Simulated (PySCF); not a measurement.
An unknown is described by computed data only.

Formula: C3H7ClO3Si2.

* Rotational structure: rotational constants A, B, C: 1.984, 0.400, 0.373 GHz [GFN2-xTB]
* Dipole: 3.37 D [PBE0/pcSseg-1]
* 1H NMR: chemical shifts (computed TMS as zero) by class: 4.92 (2 H), 3.12 (2 H), 2.32 (2 H), 1.63 (1 H) ppm [GIAO PBE0/pcSseg-1]
* 13C NMR: chemical shifts (computed TMS as zero) by class: 96.6 (1 C), 87.1 (1 C), 29.9 (1 C) ppm [GIAO PBE0/pcSseg-1]
* NMR, other nuclei: isotropic shieldings of nuclei other than C and H, by class: 262 (1 O), 279 (2 O), 383 (1 Si), 430 (1 Si), 987 (1 Cl) ppm [GIAO PBE0/pcSseg-1]

The electronic properties come from PySCF, for the isolated species, density fitting. Levels stand in brackets. One conformer (not necessarily the lowest) at the GFN2-xTB geometry, without solvent, vibrations or thermal averaging. NMR values are class means; diastereotopic atoms form classes of their own.

Question: What is the compound? Reason from the data.

Answer: Numbering: `[CH:1]#[C:2][Si:3]([OH:4])([OH:5])[O:6][SiH2:7][CH2:8][Cl:9]`. Its formula, C3H7ClO3Si2, gives 2 degrees of unsaturation: 0 rings and 2 π bonds in the structure found. 3 carbons fall into 3 classes; from least to most shielded: terminal alkyne carbon [C1] (96.6 ppm), alkyne carbon [C2] (87.1 ppm), sp3 C–Cl carbon [C8] (29.9 ppm). Hydrogen classes from least to most shielded: 2 H on an oxygen-bound silicon, Si7 (4.92 ppm), 2 H on an sp3 C–Cl carbon, C8 (3.12 ppm), 2 H on 2 silanol oxygens, O4/O5 (2.32 ppm), 1 H on a terminal alkyne carbon, C1 (1.63 ppm). The other shieldings belong to: 262 ppm, siloxane oxygen [O6]; 279 ppm, silanol oxygen [O4/O5]; 383 ppm, oxygen-bound silicon [Si7]; 430 ppm, oxygen-bound silicon [Si3]; 987 ppm, alkyl chlorine [Cl9]. The optimised geometry has point group C1 and is an asymmetric top. Structure: `C#C[Si](O)(O)O[SiH2]CCl`. Computed isomers that give other values at the same levels: `O=CO[C@@H]1C[SiH2]O[Si@@H]1Cl` (13C chemical shifts (computed TMS as zero) by class: 170.9 (1 C), 69.6 (1 C), 14.4 (1 C) ppm). The assignments are read from this structure; whether some other isomer fits the data as well wasn't checked.
